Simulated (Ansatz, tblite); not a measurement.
Removing and adding an electron: [Cu(PH3)3]+ (CuP₃H₉⁺). Charge 1, multiplicity 1. Geometry: B3LYP-D4/def2-SVP. Ansatz, gas phase; energy differences of separate SCF runs; the oxidised species was run as a doublet alone; the reduced species was run as a doublet alone.

```xyz
13

Cu    0.001    0.002    0.001
P    -2.228   -0.439   -0.445
H    -2.881    0.138   -1.563
H    -3.170   -0.096    0.556
H    -2.610   -1.789   -0.645
P     1.165    1.517   -1.306
H     0.600    2.803   -1.498
H     1.377    1.173   -2.665
H     2.486    1.909   -0.975
P     1.062   -1.075    1.753
H     1.665   -0.272    2.754
H     2.174   -1.897    1.440
H     0.360   -1.974    2.594
```

The xTB rows come from tblite. HOMO above LUMO, or a gap near zero within one spin, warns that the state may not be the lowest or that an electron is smeared out.

| level | −HOMO (eV) | vertical IE (eV) | −LUMO (eV) | vertical EA (eV) | HOMO–LUMO gap (eV) | IE − EA (eV) | remarks |
| --- | --- | --- | --- | --- | --- | --- | --- |
| GFN2-xTB | 13.97 | 17.15 | 9.72 | 7.74 | 4.26 | 9.41 | – |
| PBE-D4/def2-TZVP | 10.21 | 13.18 | 5.92 | 3.77 | 4.29 | 9.41 | gap within one spin near zero (+2 doublet) |
| PBE0-D4/def2-TZVP | 11.59 | 13.28 | 5.01 | 3.53 | 6.58 | 9.75 | – |

Task: Estimate the rows for GFN1-xTB, revPBE-D4/def2-TZVP.

Result: 
```csv
level,−HOMO (eV),vertical IE (eV),−LUMO (eV),vertical EA (eV),HOMO–LUMO gap (eV),IE − EA (eV),remarks
GFN1-xTB,15.33,17.90,11.15,8.66,4.18,9.24,–
revPBE-D4/def2-TZVP,10.15,13.18,5.85,3.80,4.31,9.38,gap within one spin near zero (+2 doublet)
```

   Raw xTB energy differences between charge states are shifted by several eV; the methods need an empirical correction for them.
